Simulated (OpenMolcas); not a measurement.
## Tc5+: moving or changing the point charges

Tc5+ among 4 point charges of -2 e arranged as a tetrahedron (Td), 2.02 Å from the ion.

```
Program             : OpenMolcas
Method              : CASSCF
Basis               : ANO-RCC-VDZP [6s5p3d1f]
Scalar Hamiltonian  : DKH2, point nucleus
Active space        : 2 electrons in 5 orbitals (4d)
State averaging     : 2S+1 = 3 even, 10 roots; 2S+1 = 1 even, 15 roots
Spin-orbit coupling : RASSI with atomic mean-field integrals over the reference wave functions
```

Runs around this geometry, states (labels of Td). Energies in cm-1 above the lowest state or level, χT in cm3 K/mol; 10Dq and B are least-squares fits to the states below 45000 cm-1, weighted by degeneracy, with a free offset, and given where the rms deviation is under 5 % of |10Dq| (or 100 cm-1) and under 700 cm-1; 10Dq is negative for this site.

```
R (Å)  q (e)  Ground state  First state of that spin   10Dq  B (rms of fit)  First gap with spin-orbit (degeneracies)  χT at 300 K  First state of another spin
 2.02   -1.3           3A2                  3T2 2028  -2056        937 (20)                               1556 (3, 2)        0.179                     1E 13520
 1.91     -2           3A2                  3T2 3781  -3842        934 (50)                               3320 (3, 2)        0.290                     1E 13964
 2.02     -2           3A2                  3T2 2950  -2996        936 (35)                               2468 (3, 2)        0.225                     1E 13799
 2.18     -2           3A2                  3T2 2093  -2122        937 (22)                               1618 (3, 2)        0.180                     1E 13549
```

Taking |10Dq| as R^-n, n = -ln(2122 / 3842) / ln(2.18 / 1.91) = 4.5 between the shortest and longest distance. The point-charge formula for a cubic d site gives n = 5.

Scaling the charges by -1.3 / -2 = 0.65 scales |10Dq| by 2056 / 2996 = 0.69; with fixed orbitals a first-order splitting would follow the charge.

Without dynamic correlation the repulsion within the d shell is too large (B by tens of per cent), so at a given field states of lower spin stand too high. Spin-orbit coupling mixes the spin-free states strongly: the lowest level takes only 66 % from its leading state, 3A2 (figures for R = 2.02, q = -1.3; the like holds for R = 2.18, q = -2). The ground term spreads over less than 5000 cm-1, several times less than with real ligands, so orbital moments are less quenched and χT lies further from the spin-only value than at real sites (holds for R = 2.02, q = -1.3; R = 2.18, q = -2). Point charges carry no covalency, so the field is a model and not that of real ligands. No measured value stands beside these numbers.
